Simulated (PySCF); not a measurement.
These compounds are isomers of formula C$_{5}$H$_{9}$FO$_{2}$Si.

A. `CCO[SiH2]/C(F)=C\C=O`
B. `O=C/C=C(\CCF)[SiH2]O`
C. `InChI=1S/C5H9FO2Si/c1-7-5-2-4(6)3-9-8-5/h2,5H,3,9H2,1H3/t5-/m1/s1`
D. `InChI=1S/C5H9FO2Si/c1-8-9-4-5(2-6)3-7/h2,4,9H2,1H3`

Spectrum 1. ¹H NMR (300 MHz, computed): δ 5.74 (m, 1H), 5.28 (m, 1H), 5.12 (m, 1H), 4.88 (m, 1H), 3.64 (s, 3H), 2.02 (m, 1H), 1.74 (m, 1H). ¹³C{¹H} NMR (computed): δ 171.5 (C), 114.2 (CH), 99.5 (CH), 57.4 (CH3), 12.7 (CH2).

Spectrum 2. ¹H NMR (300 MHz, computed): δ 5.63 (m, 2H), 4.97 (t, 2H), 3.82 (s, 3H), 1.52 (t, 2H). ¹³C{¹H} NMR (computed): δ 206.8 (C), 86.4 (CH2), 54.3 (CH3), 29.8 (C), 10.1 (CH2).

Spectrum 3. ¹H NMR (300 MHz, computed): δ 10.38 (m, 1H), 6.62 (m, 1H), 5.28 (m, 2H), 4.04 (q, 2H), 1.46 (t, 3H). ¹³C{¹H} NMR (computed): δ 198.4 (C), 194.6 (CH), 136.5 (CH), 63.8 (CH2), 20.4 (CH3).

Spectrum 4. ¹H NMR (300 MHz, computed): δ 10.46 (d, 1H), 6.47 (d, 1H), 5.10 (s, 2H), 4.99 (m, 2H), 3.23 (m, 2H), 2.15 (br s, 1H). ¹³C{¹H} NMR (computed): δ 191.6 (CH), 174.0 (C), 145.8 (CH), 93.6 (CH2), 35.1 (CH2).

[PySCF: structure optimised with GFN2-xTB; PBE0/pcSseg-1 with gauge-including orbitals; averaged over atoms made equivalent by symmetry, fast rotation or ring inversion; one conformer; relativity neglected; in vacuum]

Shifts are taken against calculated references (same method and geometry level): TMS for ¹H and ¹³C. Splittings of carbon signals by F and P are missing where no couplings were computed. Where no couplings were computed, multiplicities follow the n + 1 count of equivalent neighbours, and m marks all less simple cases (inequivalent or close neighbours, rings, F or P nearby). Shifts are as computed. Against solution values, carbons near 30 ppm lie about +3 ppm off and those near 130 ppm about +5 ppm. Of 1309 compounds with measured shifts, 239 miss one by over three times the rms of a fit or turn the order of signals round; such compounds aren't used in these exercises. OH and NH positions are gas-phase values without hydrogen bonding to other molecules.

Problem. Match each spectrum to its structure.

Solution. 1–C, 2–D, 3–A, 4–B.

- Spectrum 1 (C): 5 ¹³C signals; δC 114.2 is an alkene CH; δC 99.5 is an sp3 carbon bearing two oxygens.
- Spectrum 2 (D): 5 ¹³C signals; δC 86.4 is an allylic sp3 CH2 bonded to F; δC 54.3 is a methyl carbon bonded to O.
- Spectrum 3 (A): 5 ¹³C signals; δC 198.4 is a β carbon of a C=C–C=O unit; δC 194.6 is an aldehyde carbonyl carbon.
- Spectrum 4 (B): 5 ¹³C signals; δC 191.6 is an aldehyde carbonyl carbon; δC 174.0 is a β carbon of a C=C–C=O unit.
